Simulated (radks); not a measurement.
The numbers below are computed, except where a source is named.
Orbital eigenvalues (eV) of neutral platinum, [Xe] 4f14 5d9 6s1, at several levels of relativity; Dirac values are averaged over j with weights 2j + 1. Spin-unpolarised spherical Kohn-Sham, PBE, point nucleus unless stated (finite: rms radius 5.427 fm), a radial shooting solver on a logarithmic mesh with Libxc functionals. A level marked "c x" has the speed of light scaled by that factor and shares open shells by 2j + 1; other Dirac levels either fill j = l - 1/2 first or share by 2j + 1.

shell  non-rel.  scalar-rel.  Dirac, 2j+1 shares  Dirac, c x 0.85  change of magnitude, last against first (%)
2p       -11376       -11940              -12021           -12343                                        +8.50
3s      -2757.2      -3236.7             -3228.7          -3474.3                                       +26.01
3p      -2539.4      -2701.1             -2718.4          -2804.7                                       +10.45
3d      -2133.2      -2121.0             -2115.6          -2105.7                                        -1.29
4s      -575.50      -695.53             -693.77          -756.53                                       +31.46
4p      -482.12      -519.94             -524.50          -545.47                                       +13.14
4d      -310.75      -306.83             -306.07          -303.69                                        -2.27
4f      -82.215      -70.077             -69.837          -64.890                                       -21.07
5s      -80.048      -101.82             -101.58          -113.42                                       +41.69
5p      -51.037      -56.019             -56.946          -60.099                                       +17.76
5d      -7.2228      -6.1413             -6.1796          -5.8056                                       -19.62
6s      -4.1043      -5.6594             -5.6755          -6.7053                                       +63.37
